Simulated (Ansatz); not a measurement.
H₃MoNO₂S, SMILES `[NH2][Mo](=[O])([OH])=[S]` at its PBE0-D4/def2-TZVP geometry, where that method's forces vanish. The species carries charge 0 and has multiplicity 1. Mo takes the def2 core potential.

```
atom    x (Å)    y (Å)    z (Å)
  N1  -0.3053   1.3898   0.1588
 Mo2  -0.0441  -0.5021   0.2966
  O3  -1.2864  -1.1131   1.2313
  O4  -0.1266  -1.2982  -1.3975
  S5   1.8534  -0.8396   1.1696
  H6  -1.1975   1.8247   0.3435
  H7   0.4377   2.0678   0.0820
  H8   0.6689  -1.5294  -1.8842
```

(1) For each bond, give half the difference of the two atoms' forces along it (eV/Å; positive pushes the atoms apart) under PBE-D4, r2SCAN-D4, B3LYP-D4, ωB97M-V in def2-TZVPP. (Estimate.)

Answers

(1) Computed: 
```tsv
bond	length (Å)	PBE-D4	r2SCAN-D4	B3LYP-D4	ωB97M-V
N1–Mo2	1.915	-0.08	0.03	0.15	0.17
N1–H6	1.010	0.14	-0.05	-0.09	-0.04
N1–H7	1.009	0.13	-0.04	-0.11	-0.04
Mo2–O3	1.670	1.05	0.58	0.43	-0.43
Mo2–O4	1.874	0.04	0.03	0.17	0.20
Mo2–S5	2.116	0.28	0.17	0.22	-0.18
O4–H8	0.961	0.30	-0.01	-0.09	-0.07
```

B3LYP here is the variant with VWN-RPA as its local correlation; programs differ in this.
